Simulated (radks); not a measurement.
The numbers below are computed, except where a source is named.
Question: The mean radii <r> (bohr) of the occupied orbitals of an atom or ion are listed with their occupations. Code: a radial shooting solver on a logarithmic mesh with Libxc functionals. Model: Dirac Kohn-Sham, PBE, spin-unpolarised, spherical densities, point nucleus.

| orbital | occ. | <r> |
|---|---|---|
| 1s1/2 | 2 | 0.01898 |
| 2s1/2 | 2 | 0.07976 |
| 2p1/2 | 2 | 0.06612 |
| 2p3/2 | 4 | 0.07385 |
| 3s1/2 | 2 | 0.2081 |
| 3p1/2 | 2 | 0.1981 |
| 3p3/2 | 4 | 0.2124 |
| 3d3/2 | 4 | 0.1863 |
| 3d5/2 | 6 | 0.1908 |
| 4s1/2 | 2 | 0.4681 |
| 4p1/2 | 2 | 0.4746 |
| 4p3/2 | 4 | 0.5075 |
| 4d3/2 | 4 | 0.5286 |
| 4d5/2 | 6 | 0.5401 |
| 5s1/2 | 2 | 1.131 |
| 5p1/2 | 2 | 1.254 |
| 5p3/2 | 4 | 1.354 |
| 4f5/2 | 6 | 0.6673 |
| 4f7/2 | 8 | 0.6794 |
| 5d3/2 | 1 | 1.915 |

Name the element and its charge. Open shells, if any, fill j = l - 1/2 first.

Answer: Z = 72, hafnium, charge +3: Hf3+ in [Xe] 4f14 5d1. The 1s radius gives Z: for a bare nucleus <r> = (2 gamma + 1)/(2Z) with gamma = sqrt(1 - (Z/c)^2), 0.01876 bohr for Z = 72, and screening makes it slightly larger (0.01898 here). The occupations add up to 69, and the charge is Z minus that.
